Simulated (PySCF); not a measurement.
Löwdin shares of the frontier orbitals

Species: C5H8SSi.
SMILES with atom numbers: `[CH:1]#[C:2][C@H:3]1[CH2:4][SiH2:5][CH2:6][S:7]1` (hydrogens: H8 on C1; H9 on C3; H10, H11 on C4; H12, H13 on Si5; H14, H15 on C6)

Cartesian coordinates in Å at the GFN2-xTB level; atoms count from 1:
```xyz
15
C5H8SSi angstrom
C      2.5641    0.2001    0.8037
C      1.7628    0.0375   -0.0714
C      0.7404   -0.1062   -1.0775
C     -0.2683   -1.1939   -0.7084
Si    -1.3940   -0.4759    0.6547
C     -1.0421    1.3783    0.3537
S     -0.1673    1.4934   -1.2393
H      3.2921    0.3257    1.5482
H      1.1997   -0.2761   -2.0557
H     -0.8541   -1.4435   -1.5944
H      0.2630   -2.0959   -0.4045
H     -2.7993   -0.7899    0.3974
H     -0.9578   -0.8558    1.9983
H     -0.4072    1.8231    1.1186
H     -1.9365    1.9872    0.2547
```

Theory: PySCF 2.14.0, density-fitted response routines, TDDFT B3LYP/def2-SVPD, vertical, gas phase, core orbitals frozen in the response.

Frontier orbitals with the atoms that hold most of them (Löwdin shares over 4%, at most four atoms; ? is withheld):

```csv
orbital,ε (eV),atoms
LUMO+2,0.23,"Si5 23%, C1 11%, S7 10%, H13 8%"
LUMO+1,-0.03,"S7 24%, C1 15%, C2 13%, C3 10%"
LUMO,?,?
HOMO,-6.22,"S7 68%, C6 10%, C3 6%, C2 4%"
HOMO-1,-7.63,?
HOMO-2,-7.80,"C1 39%, C2 37%, C3 8%, C4 5%"
HOMO-3,-8.68,"S7 32%, C6 19%, Si5 10%, C2 10%"
```

(1) Which atoms hold the LUMO, and with what shares?

(2) Give the leading atoms of the HOMO-1.

(3) What is the LUMO energy, and the HOMO–LUMO gap?

## Answers

(1) S7 (bonded to 2 C) 37%; Si5 (bonded to 2 C and 2 H) 12%; C3 (bonded to 2 C, S and H) 8%; C6 (bonded to S, Si and 2 H) 8%. By element: sulfur 37%, carbon 16% or more, silicon 12%.

(2) C1 (bonded to C and H) 31%; C2 (bonded to 2 C) 27%; S7 (bonded to 2 C) 19%; C3 (bonded to 2 C, S and H) 8%. By element: carbon 65% or more, sulfur 19%.

(3) ε(LUMO) = -0.26 eV; the gap is 5.96 eV (0.2189 hartree).

Question: The HOMO–LUMO gap is 5.96 eV. Where does the response calculation put the lowest singlet, and from which orbitals?

Answer: S1 is at 4.83 eV (f = 0.0057), 1.13 eV below the gap, made of HOMO→LUMO (94%). 

Question: One configuration dominates each of S1 and S2. Which, and how do the shares of the two leading atoms of either orbital change from the occupied to the empty one?

Answer: 
- S1 (4.83 eV, f 0.0057), HOMO→LUMO (94%): S7 68% → 37%, C6 10% → 8%, Si5 at most 5% → 12%
- S2 (5.26 eV, f 0.025), HOMO→LUMO+1 (98%): S7 68% → 24%, C6 10% → at most 11%, C1 at most 5% → 15%

Time: 41 s of wall time (grids of density and orbitals included); peak memory 0.85 GiB. Hardware: one thread, Intel Xeon Platinum 8488C (x86_64), no GPU, shared host with 96 logical CPUs at a one-minute load of 35.

One conformer stands for the species.
